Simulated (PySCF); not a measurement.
B(Et)(Vi)2, SMILES C=CB(C=C)CC (C6H11B), singlet (GFN2-xTB optimised geometry):

```
18

B     -0.441    -0.137     0.000
C     -1.283    -1.483    -0.010
C     -2.288    -1.585     1.146
H     -0.649    -2.371     0.014
H     -1.849    -1.528    -0.946
H     -2.965    -0.734     1.144
H     -1.764    -1.598     2.099
H     -2.876    -2.497     1.068
C     -1.158     1.243     0.000
C     -2.325     1.511    -0.581
H     -0.647     2.077     0.474
H     -2.766     2.497    -0.585
H     -2.884     0.751    -1.103
C      1.114    -0.137     0.000
C      1.887    -1.103    -0.491
H      1.621     0.741     0.390
H      2.965    -1.040    -0.506
H      1.468    -1.997    -0.925
```

Level of theory: PySCF 2.14.0 with PBE0/def2-SVP.

What are the frontier orbital energies and the dipole moment?

HOMO-2 -8.56 eV, HOMO-1 -7.81 eV, HOMO -7.61 eV, LUMO -1.77 eV, LUMO+1 0.77 eV; dipole moment 0.24 D.

On the same geometry PySCF with PBE/def2-SVP gives HOMO-2 -7.15 eV, HOMO-1 -6.52 eV, HOMO -6.50 eV, LUMO -2.66 eV, LUMO+1 -0.39 eV; dipole moment 0.25 D.

Meta-Löwdin charges at PBE0/def2-SVP: B1 0.18, C2 -0.28, C3 -0.28, H4 0.09, H5 0.10, H6 0.10, H7 0.09, H8 0.10, C9 -0.19, C10 -0.18, H11 0.10, H12 0.11, H13 0.10, C14 -0.19, C15 -0.17, H16 0.10, H17 0.11, H18 0.10.
